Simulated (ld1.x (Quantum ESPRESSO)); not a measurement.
## gadolinium (Gd), PAW: configuration errors across variants

| Property | Result |
| --- | --- |
| Element | Gd |
| Generator | ld1.x (Quantum ESPRESSO) 7.5 |
| Type | PAW |
| Functional | revPBE |
| Relativity | scalar-relativistic |
| Frozen core | [Kr] 4d10 4f7 |
| Valence charge | 11 |
| Reference configuration | 5s2 5p6 5d1 6s2 6p0 |
| Partial waves | 5s (bound): rcut 2.25, rcutus 2.35 bohr; 6s (bound): rcut 2.25, rcutus 2.35 bohr; 5p (bound): rcut 2.05, rcutus 2.50 bohr; 6p (bound, empty): rcut 2.05, rcutus 2.50 bohr; 5d (bound): rcut 2.80, rcutus 3.30 bohr; 5d channel at 1.75 Ry: rcut 2.80, rcutus 3.30 bohr |
| Local potential | all-electron potential smoothed inside 2.70 bohr (lloc = -1) |
| Core correction | Bessel-smoothed model core, default radius (core density twice the valence density) |
| Augmentation charge | BESSEL, radius 1.65 bohr |

All-electron excitation energies from the reference (eV): (1) 5s2 5p6 5d1 6s1 6p0 6.570; (2) 5s2 5p6 5d1 6s0 6p0 18.527; (3) 5s2 5p6 5d0 6s0 6p0 38.281; (4) 5s2 5p6 5d1.5 6s1.5 6p0 0.841; (5) 5s1 5p6 5d1 6s2 6p0 55.302; (6) 5s2 5p6 5d2 6s1 6p0 1.761; (7) 5s2 5p6 5d1 6s0 6p1 10.095.

The overlap operator is not positive definite (basis up to 400 Ry) in “base”, “wave 5d channel at 1.75 Ry: rcut 2.80, rcutus 3.30 bohr becomes 5d channel at -0.17 Ry: rcut 2.80, rcutus 3.30 bohr”, “wave 5d channel at 1.75 Ry: rcut 2.80, rcutus 3.30 bohr becomes 5d channel at -0.12 Ry: rcut 2.80, rcutus 3.30 bohr”, “wave 5d channel at 1.75 Ry: rcut 2.80, rcutus 3.30 bohr becomes 5d channel at 0.01 Ry: rcut 2.80, rcutus 3.30 bohr”, “wave 5d channel at 1.75 Ry: rcut 2.80, rcutus 3.30 bohr becomes 5d channel at 0.2 Ry: rcut 2.80, rcutus 3.30 bohr”, “wave 5d channel at 1.75 Ry: rcut 2.80, rcutus 3.30 bohr becomes 5d channel at 0.6 Ry: rcut 2.80, rcutus 3.30 bohr”, “wave 5d channel at 1.75 Ry: rcut 2.80, rcutus 3.30 bohr becomes 5d channel at 1.14 Ry: rcut 2.80, rcutus 3.30 bohr”, “wave 5d channel at 1.75 Ry: rcut 2.80, rcutus 3.30 bohr becomes 5d channel at 1.82 Ry: rcut 2.80, rcutus 3.30 bohr”, “wave 5d channel at 1.75 Ry: rcut 2.80, rcutus 3.30 bohr becomes 5d channel at 5.26 Ry: rcut 2.80, rcutus 3.30 bohr”. Such files are unfit for use, however small their errors in these radial tests.

Errors AE − PS in meV (a dash: test not solved or not reliable):

| change | (1) | (2) | (3) | (4) | (5) | (6) | (7) | bound ghosts |
| --- | --- | --- | --- | --- | --- | --- | --- | --- |
| base | -3.7 | -18 | -105 | -2.4 | -339 | -6.7 | +2.3 | not determined (overlap not positive) |
| wave 5d channel at 1.75 Ry: rcut 2.80, rcutus 3.30 bohr becomes 5d channel at -0.17 Ry: rcut 2.80, rcutus 3.30 bohr | -3.8 | -18 | -105 | -2.6 | -335 | -7.3 | +2.6 | not determined (overlap not positive) |
| wave 5d channel at 1.75 Ry: rcut 2.80, rcutus 3.30 bohr becomes 5d channel at -0.12 Ry: rcut 2.80, rcutus 3.30 bohr | -3.8 | -19 | -105 | -2.6 | -337 | -7.3 | +2.4 | not determined (overlap not positive) |
| wave 5d channel at 1.75 Ry: rcut 2.80, rcutus 3.30 bohr becomes 5d channel at 0.01 Ry: rcut 2.80, rcutus 3.30 bohr | -3.9 | -19 | -105 | -2.5 | -337 | -6.9 | +2.5 | not determined (overlap not positive) |
| wave 5d channel at 1.75 Ry: rcut 2.80, rcutus 3.30 bohr becomes 5d channel at 0.2 Ry: rcut 2.80, rcutus 3.30 bohr | -3.9 | -19 | -105 | -2.3 | -334 | -6.2 | +3.1 | not determined (overlap not positive) |
| wave 5d channel at 1.75 Ry: rcut 2.80, rcutus 3.30 bohr becomes 5d channel at 0.6 Ry: rcut 2.80, rcutus 3.30 bohr | -3.2 | -16 | -105 | -2.2 | – | – | – | not determined (overlap not positive) |
| wave 5d channel at 1.75 Ry: rcut 2.80, rcutus 3.30 bohr becomes 5d channel at 1.14 Ry: rcut 2.80, rcutus 3.30 bohr | +5.2 | +22 | -105 | -1.3 | -265 | -1.4 | +23 | not determined (overlap not positive) |
| wave 5d channel at 1.75 Ry: rcut 2.80, rcutus 3.30 bohr becomes 5d channel at 1.82 Ry: rcut 2.80, rcutus 3.30 bohr | -3.7 | -18 | -105 | -2.4 | -339 | -6.7 | +2.3 | not determined (overlap not positive) |
| wave 5d channel at 1.75 Ry: rcut 2.80, rcutus 3.30 bohr becomes 5d channel at 5.26 Ry: rcut 2.80, rcutus 3.30 bohr | -5.9 | -31 | -105 | -3.1 | -361 | -9.7 | -3.6 | not determined (overlap not positive) |

(1) Give the same row for: wave 5d channel at 1.75 Ry: rcut 2.80, rcutus 3.30 bohr becomes 5d channel at 3.62 Ry: rcut 2.80, rcutus 3.30 bohr.

Results:

(1) -4.1, -20, -105, -2.4, -335, -6.8, +1.1; bound ghosts: not determined (overlap not positive). Its overlap operator is not positive definite in a basis up to 400 Ry (lowest eigenvalue s -0.04), so the file is unfit for use: the generalised eigenproblem breaks down once the basis is large enough, and its test numbers describe a broken file.
